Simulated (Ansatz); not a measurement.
**Ligand exchange: CHFO + GeH3(NH2) → CH3NO + GeH3F**

Species: CHFO (formyl fluoride) `O=CF`, singlet; GeH3(NH2), singlet; CH3NO (formamide) `NC=O`, singlet; GeH3F `[F][GeH3]`, singlet. The partners trade F for NH2: C–F and Ge–NH2 bonds give way to C–NH2 and Ge–F.

Shapes, held fixed at every level: PBE0-D4/def2-TZVP. Flexible molecules stand in one conformer, not always the lowest. Programs: Ansatz 0.2.0. The zero-point and thermal change to 298 K, harmonic and unscaled (PBE0-D4/def2-TZVP), is +2.8 kJ/mol.

```csv
level,kind,ΔH(298 K) (kJ/mol),less CCSD(T)/def2-TZVPP,CPU time (sum over the molecules)
SPW92/def2-TZVPP,LDA,-90.6,-10.1,5 s
PBE-D4/def2-TZVPP,GGA,-89.1,-8.6,9.4 s
B3LYP-D4/def2-TZVPP,global hybrid,-93.6,-13.1,12 s
r2SCAN0-D4/def2-TZVPP,global hybrid,-92.5,-12.0,18 s
wB97X-V/def2-TZVPP,range-separated hybrid,-88.9,-8.4,27 s
MP2/def2-SVP,perturbation theory,-86.8,-6.3,–
CCSD/def2-SVP,coupled cluster or CI,-85.0,-4.5,–
CCSD(T)/def2-TZVPP,coupled cluster or CI,-80.5,0.0,81 s
```

The highest level, CCSD(T)/def2-TZVPP, gives ΔH(298 K) = -80.5 kJ/mol; the levels span -93.6 to -80.5. The column of differences is taken from that level and isn't an error. No measured value is set beside it here. Relativity is left out for Ge. Outer-core shells of Ge are correlated, in sets that cover them unevenly. CCSD(T)/def2-TZVPP lies outside the range of all other levels here, so it shouldn't be taken on trust. Times are processor times on shared x86 and Arm servers, and rough.
